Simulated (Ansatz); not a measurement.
A nudged elastic band was laid between two geometries of CH8Si2Te (12 atoms, charge 0, multiplicity 1).

These are results of RKS r2SCAN-D4/def2-SVP in Ansatz, not measurements.

```json
{
  "movable images": "3",
  "climbing image": "no",
  "spring": "5.0 eV/Å²",
  "optimiser": "quadratic models (default)",
  "start path": "IDPP",
  "force threshold": "0.03 eV/Å",
  "iteration limit": "60",
  "end points": "relaxed"
}
```

Initial state:

```xyz
12
Properties=species:S:1:pos:R:3
Si -0.932 1.370 -0.643
C -0.519 -0.323 0.088
Si 1.142 -0.352 0.983
Te -0.556 -1.801 -1.532
H -2.141 1.283 -1.518
H -1.214 2.331 0.468
H 0.218 1.871 -1.452
H -1.313 -0.610 0.799
H 2.241 -0.030 0.027
H 1.134 0.663 2.083
H 1.387 -1.701 1.576
H 0.630 -2.757 -0.845
```

Final state:

```xyz
12
Properties=species:S:1:pos:R:3
Si -0.649 1.139 -1.202
C -0.565 -0.113 0.212
Si 1.123 -0.161 1.051
Te -1.095 -2.087 -0.584
H -1.924 0.980 -1.966
H -0.599 2.523 -0.639
H 0.502 0.938 -2.130
H -1.333 0.144 0.964
H 1.455 1.196 1.588
H 1.110 -1.135 2.184
H 2.168 -0.568 0.066
H -0.115 -2.912 0.489
```

Q: Which bonds break or form, and what moves?

A: No bond is made or broken. The dihedral Te4–C2–Si3–H11 goes from -60 to 60°. The two ends are copies of one structure, up to a mirror image or an exchange of like atoms.

Q: What energy profile does the band end with?

A: The forces met the threshold. The highest image is number 2 of 0 to 4, 0.115 eV above the ends, which have the same energy within 2 meV. No image climbed, so the highest image needn't sit at the top of the path. So few images can step over the top or miss a turn of the path.

```tsv
image	path coordinate (Å)	energy (eV)	dihedral Te4–C2–Si3–H11 (°)
0	0.00	0.000	-60
1	1.17	0.051	-33
2	2.34	0.115	-1
3	3.51	0.060	32
4	4.68	0.000	60
```

Q: What is the geometry of the highest image?

A: 
```xyz
12
Properties=species:S:1:pos:R:3:forces:R:3
Si -0.690 1.247 -1.036 0.00 0.00 0.00
C -0.545 -0.208 0.163 0.01 0.00 0.01
Si 1.132 -0.221 1.055 -0.01 0.00 -0.01
Te -0.996 -2.043 -0.954 0.00 0.00 0.00
H -1.970 1.165 -1.806 0.00 0.00 0.00
H -0.678 2.526 -0.261 0.01 0.00 0.00
H 0.454 1.236 -1.993 0.00 0.00 0.00
H -1.339 -0.113 0.923 -0.01 0.00 0.00
H 1.992 0.895 0.552 0.00 0.00 0.00
H 0.908 -0.015 2.518 0.00 0.00 0.00
H 1.870 -1.502 0.856 0.00 0.00 0.00
H -0.061 -3.024 0.018 0.00 0.00 0.00
```

The band took 7 iterations and roughly 70 core-seconds.

Time of the run: 37 s on 2 threads of AMD EPYC 9R45 96-Core Processor (Zen 5) (shared host), peak memory 0.21 GiB.
